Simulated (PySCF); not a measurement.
Ionisation energy of Cs by level of theory

Cs [Xe] 6s1 (2S) → Cs+ [Xe] (1S), as a difference of total energies. Computed with PySCF 2.14 in ANO-RCC-VTZP (8s7p4d2f1g, 72 functions), with the spin-free X2C one-electron Hamiltonian (Gaussian nucleus). Correlated levels: valence and next inner shell: [Kr] 4d10 frozen. The calculations carry no spin-orbit coupling.

```csv
method,ionisation energy (eV),error (eV)
UHF,3.478,-0.416
MP2 (valence and next inner shell),3.772,-0.122
SCS-MP2 (valence and next inner shell),3.712,-0.182
CCSD (valence and next inner shell),3.758,-0.136
CCSD(T) (valence and next inner shell),3.779,-0.115
```

Reference: 3.894 eV (measured; NIST Atomic Spectra Database, ionization energies).

Errors of the correlated levels include the incompleteness of this basis and the frozen core.
